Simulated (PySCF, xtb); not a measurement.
Ga(I)(OH)2 (GaH2IO2), SMILES [OH][Ga]([I])[OH]. Other conformers were not sampled.

Harmonic wavenumbers (cm⁻¹) from GFN2-xTB (xtb 6.7.1) at its own minimum, in rising order: 106, 131, 150, 281, 320, 333, 520, 559, 598, 618, 3605, 3646.

**Question.** What does B3LYP-D3(BJ)/def2-SVP in PySCF give at its own minimum? (An estimate is asked for; the answer gives what the named calculation found.)

**Answer.** 118, 159, 170, 251, 321, 344, 686, 733, 811, 841, 3826, 3845. Paired by order, the mean absolute difference is 108 cm⁻¹ and the zero-point energies are 15.5 and 17.3 kcal/mol.
